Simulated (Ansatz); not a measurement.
(I2In-mu-NH2)2 (In2I4N2H4), relaxed as a singlet with RKS r2SCAN-D4/def2-SVP in Ansatz, starting from the GFN2-xTB geometry. Force threshold 0.03 eV/Å.

In the def2 sets I, In take a core potential; there is no spin–orbit coupling.

Start:

```xyz
12

In    1.574   -0.508    0.234
I     2.857    0.830    2.167
I     2.312   -2.499   -1.400
N     0.479    1.014   -1.023
In   -1.573    0.510   -0.231
I    -2.862   -0.823   -2.164
I    -2.306    2.500    1.406
N    -0.480   -1.016    1.021
H     0.765    1.978   -0.847
H     0.579    0.864   -2.029
H    -0.581   -0.871    2.027
H    -0.764   -1.980    0.840
```

**Question.** Estimate the energy that the relaxation releases and the steps that it takes.

**Answer.** 1.7 kcal/mol, in 5 steps; 30 s on 4 threads of Intel Xeon Platinum 8259CL on a shared host. No frequencies were taken in this run, so the end may be a saddle point.

**Question.** Does the start keep its bonding and symmetry?

**Answer.** By distances, no bond broke or formed. The bond that changes most is In1–N8, from 2.26 to 2.21 Å (atoms count from 1). Point group D2h at the start, D2h at the end, both within 0.05 Å.

**Question.** Predict the relaxed structure.

**Answer.** 
Cartesian coordinates in Å:
```
In 1.553 -0.502 0.230
I 2.986 0.733 2.128
I 2.458 -2.491 -1.322
N 0.466 0.986 -0.994
In -1.553 0.503 -0.229
I -2.991 -0.727 -2.126
I -2.451 2.492 1.326
N -0.466 -0.987 0.993
H 0.752 1.953 -0.813
H 0.567 0.839 -2.003
H -0.568 -0.843 2.002
H -0.752 -1.954 0.809
```
Bond lengths (bridged metal pairs left out): 4 × I–In 2.68 Å; 4 × In–N 2.21 Å; 4 × H–N 1.02 Å.
